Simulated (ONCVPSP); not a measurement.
What one change does to a pseudopotential (Gd, ONCV)

* Element: Gd (Z = 64)
* Generator: ONCVPSP 4.0.1
* Type: optimised norm-conserving Vanderbilt (ONCV)
* Functional: PBE
* Relativity: scalar-relativistic
* Frozen core: [Kr]
* Valence charge: 28
* Reference configuration: 4d10 4f7 5s2 5p6 5d1 6s1.5 (charge +0.5)
* Partial waves: 5s+6s: rc 2.55 bohr, ncon 4, nbas 8, qcut 4 1/bohr, 2 projectors; 5p: rc 2.50 bohr, ncon 3, nbas 6, qcut 6.4 1/bohr, 1 projector; 4d+5d: rc 0.95 bohr, ncon 3, nbas 8, qcut 19.4 1/bohr, 2 projectors; 4f: rc 0.90 bohr, ncon 4, nbas 9, qcut 20 1/bohr, 2 projectors, debl 3.5 Ha
* Local potential: polynomial inside 0.60 bohr (lpopt 5, dvloc0 6 Ha)
* Core correction: none

All-electron outer shells of the reference configuration (PBE, scalar-relativistic, ld1.x):

| shell | level (eV) | outermost node (bohr) | outermost maximum (bohr) |
| --- | --- | --- | --- |
| 4p | -279.41 | 0.29 | 0.54 |
| 4d | -150.73 | 0.27 | 0.56 |
| 5s | -52.76 | 0.65 | 1.20 |
| 5p | -30.28 | 0.70 | 1.35 |
| 4f | -11.71 | – | 0.56 |
| 6s | -6.62 | 1.60 | 3.29 |
| 5d | -5.34 | 0.79 | 1.95 |

Change: d: qcut 12.9.

Cutoffs: the cutoffs (Ha) at which the residual kinetic energy of the hardest occupied pseudo-wave falls to 1 and 0.1 mHa per electron; they do not see the model core or the augmentation charge, which bear on the density cutoff. Errors are all-electron minus pseudo energies relative to the spin-unpolarised reference configuration.

Q: How do hardness, ghosts and transferability respond?

A: The potential gets neither clearly harder nor softer (159 Ha and 176 Ha → 159 Ha and 200 Ha); both files keep a bound ghost (p, s); the errors of the 3 common tests hardly move.

```tsv
quantity	base	changed
cutoff, loose	159 Ha	159 Ha
cutoff, tight	176 Ha	200 Ha
loose cutoff by channel	s 4.0 Ha, p 7.0 Ha, d 109 Ha, f 159 Ha	s 4.0 Ha, p 7.0 Ha, d 78 Ha, f 159 Ha
bound ghosts	s, p	s, p
GHOST(+) flags under 300 eV	s at 24.7 eV	s at 24.7 eV
tests counted as reliable (solved cleanly; for ONCVPSP, near-neutral configurations with less than one 5d electron left out)	3 of 4	3 of 4
error for 4d10 4f7 5s2 5p6 5d1 6s2, meV [ΔE -2.68 eV]	+0.7	+0.7
error for 4d10 4f7 5s2 5p6 5d1 6s1, meV [ΔE 3.97 eV]	-1.1	-1.1
error for 4d10 4f7 5s2 5p6 5d1 6s0, meV [ΔE 16.07 eV]	-5.3	-5.4
s: phases at 2.59 bohr within 0.05 rad from the reference energy up to (Ha; the scan ends near 5)	0.7	0.7
p: phases at 2.55 bohr within 0.05 rad from the reference energy up to (Ha; the scan ends near 5)	-0.0	-0.0
d: phases at 0.97 bohr within 0.05 rad from the reference energy up to (Ha; the scan ends near 5)	to the end of the scan	to the end of the scan
f: phases at 0.92 bohr within 0.05 rad from the reference energy up to (Ha; the scan ends near 5)	to the end of the scan	to the end of the scan
```

Base: Tests not counted: 4d10 4f7 5s2 5p6 5d0 6s2 6p1 (all-electron energy unsafe for a near-neutral lanthanide with less than one 5d electron, printed error +80 meV). Changed file: Tests not counted: 4d10 4f7 5s2 5p6 5d0 6s2 6p1 (all-electron energy unsafe for a near-neutral lanthanide with less than one 5d electron, printed error +80 meV). A true bound ghost makes a file unfit for plane-wave use even where its test errors are small: the radial tests pick states by their node count and pass the ghost by.
